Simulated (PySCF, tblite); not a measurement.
Scan of H4Ge, singlet: flattening of a tetrahedron along the D2d path, bond length relaxed. Scanned: the two opposite H-Ge-H angles (109.47 = tetrahedral, 180 = square planar). Other coordinates (Ge-H bond length) were minimised at PBE0/def2-TZVP.

Methods: GFN2-xTB, 300 K electronic temperature (tblite); CCSD(T) on RHF/cc-pVTZ, 9 core orbitals frozen (PySCF).

Energies relative to the lowest point of each profile, in kJ/mol:

```
a / °   GFN2-xTB
------  --------
90          42.0
95          22.2
105          2.0
109.47       0.0
115          2.7
120          9.9
130         35.3
140         73.0
150        118.2
160        163.6
170        197.2
180        208.2
```

### Question
Predict the corresponding CCSD(T) column.

### Answer
90: 45.6; 95: 24.8; 105: 2.3; 109.47: 0.0; 115: 3.4; 120: 12.2; 130: 45.3; 140: 97.7; 150: 167.9; 160: 253.0; 170: 347.0; 180: 422.9 (kJ/mol).
